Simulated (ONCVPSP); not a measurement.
Reading a pseudo-wave (magnesium)

Columns: radius, all-electron u(r) and pseudo u(r) of the 2p shell (level -46.71 eV) of magnesium in the configuration [He] 2s2 2p6 3s2; LDA (Perdew-Zunger), scalar-relativistic, ONCV scheme, ONCVPSP 4.0.1.

| r (bohr) | all-electron | pseudo |
| --- | --- | --- |
| 0.070 | 0.1742 | 0.0755 |
| 0.140 | 0.4760 | 0.2798 |
| 0.210 | 0.7495 | 0.5556 |
| 0.280 | 0.9497 | 0.8330 |
| 0.350 | 1.0746 | 1.0533 |
| 0.420 | 1.1359 | 1.1850 |
| 0.490 | 1.1486 | 1.2270 |
| 0.560 | 1.1272 | 1.2011 |
| 0.630 | 1.0827 | 1.1349 |
| 0.700 | 1.0239 | 1.0529 |
| 0.770 | 0.9569 | 0.9693 |
| 0.840 | 0.8862 | 0.8900 |
| 0.910 | 0.8148 | 0.8155 |
| 0.980 | 0.7449 | 0.7448 |
| 1.050 | 0.6777 | 0.6776 |
| 1.120 | 0.6142 | 0.6141 |
| 1.190 | 0.5548 | 0.5547 |
| 1.260 | 0.4997 | 0.4997 |
| 1.330 | 0.4491 | 0.4490 |
| 1.400 | 0.4027 | 0.4027 |
| 1.470 | 0.3606 | 0.3606 |
| 1.540 | 0.3224 | 0.3223 |
| 1.610 | 0.2878 | 0.2878 |
| 1.680 | 0.2567 | 0.2567 |
| 1.750 | 0.2287 | 0.2287 |
| 1.820 | 0.2036 | 0.2036 |

**Question.** How many radial nodes do the two functions have?

**Answer.** The all-electron 2p function has n − l − 1 = 0; the pseudo-wave has 0.

**Question.** At about which radius was the pseudo-wave matched?

**Answer.** 1.05 bohr, where the columns begin to agree (steps of 0.07 bohr).

**Question.** Is the pseudo-wave norm-conserving?

**Answer.** Yes: the ONCV scheme keeps the norm inside the radius equal to the all-electron one, which fixes the energy derivative of the logarithmic derivative at the level.
